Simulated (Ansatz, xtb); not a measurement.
## A geometry optimisation of H2O2SiSn with r2SCAN-D4/def2-SVP

The starting geometry of this gas-phase singlet was built from a drawn formula by distance geometry and a force field; its bonds are those of `O=[Si]1[O][SnH2]1`.

```xyz
6

O    -0.4042    0.7949   -2.9676
O    -2.2891   -1.7470   -1.9817
Si   -0.8964   -0.5792   -2.4226
Sn   -0.4417   -2.5100   -1.5514
H     0.1490   -2.1696    0.0796
H     0.3761   -3.3974   -2.8265
```

Q: Predict what it relaxes into with r2SCAN-D4/def2-SVP.

A: It keeps its bonds, and is `O=[Si]1[O][SnH2]1`. Distances that change by over a tenth: O2–Si3 (1.87 → 1.61 Å), Si3–Sn4 (2.17 → 2.49 Å).

The energy falls by 2.39 eV over 9 steps:

```tsv
step	E − E(last) (eV)
1	2.386
2	1.172
3	0.382
4	0.086
5	0.019
6	0.003
7	0.001
8	0.001
9	0.000
```

Final geometry (Å):

```yaml
atoms:
  - { symbol: O, position_ang: [-0.8853, 1.1111, -3.1342] }
  - { symbol: O, position_ang: [-1.9073, -1.4993, -2.0852] }
  - { symbol: Si, position_ang: [-0.9337, -0.2952, -2.5312] }
  - { symbol: Sn, position_ang: [0.0585, -2.3623, -1.5699] }
  - { symbol: H, position_ang: [-0.0133, -2.7332, 0.1050] }
  - { symbol: H, position_ang: [0.1749, -3.8293, -2.4546] }
```

From the same start GFN2-xTB ends elsewhere, in pieces: O2Si + H2Sn.

No frequencies were run, so the end isn't proven a minimum. Atoms past krypton carry core potentials, without spin–orbit terms. Run with Ansatz 0.2.0, 15 s on 2 threads of Intel(R) Xeon(R) Platinum 8259CL CPU @ 2.50GHz (Skylake/Cascade Lake), on a shared host.
